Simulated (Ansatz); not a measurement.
## Strength of the C–Te bond: CH3Te → CH3 + Te

Species: CH3Te `C[Te]`, doublet; CH3 `[CH3]`, doublet; Te atom, triplet. 

Shapes, held fixed at every level: PBE0-D4/def2-TZVP. Programs: Ansatz 0.2.0. The zero-point and thermal change to 298 K, harmonic and unscaled (PBE0-D4/def2-TZVP), is -32.8 kJ/mol.

Problem. Estimate ΔH(298 K) of this reaction.

Solution. The highest level, CCSD(T)/def2-TZVPP, gives ΔH(298 K) = +197.0 kJ/mol; the levels span +166.9 to +223.7. The column of differences is taken from that level and isn't an error. No measured value is set beside it here. Open shells run unrestricted unless RO is named. For atoms past krypton def2 sets carry core potentials with scalar relativity. Correlated rows may include outer-core shells of Te, which these sets cover unevenly. Spin-orbit coupling lowers the free atoms by 25.2 kJ/mol; the thermal change holds that. Times are processor times on shared x86 and Arm servers, and rough.

```csv
level,kind,ΔH(298 K) (kJ/mol),less CCSD(T)/def2-TZVPP,CPU time (sum over the molecules)
PBE-D4/def2-TZVPP,GGA,+223.7,+26.7,32 s
r2SCAN-D4/def2-TZVPP,meta-GGA,+193.9,-3.1,48 s
BHLYP-D4/def2-TZVPP,global hybrid,+183.6,-13.4,24 s
PBE0-D4/def2-TZVPP,global hybrid,+208.9,+11.9,24 s
r2SCAN0-D4/def2-TZVPP,global hybrid,+185.1,-11.9,35 s
MP2/def2-SVP,perturbation theory,+175.4,-21.6,–
CCSD(T)/def2-SVP,coupled cluster or CI,+166.9,-30.1,15 s
CCSD(T)/def2-TZVPP,coupled cluster or CI,+197.0,0.0,2 min
```
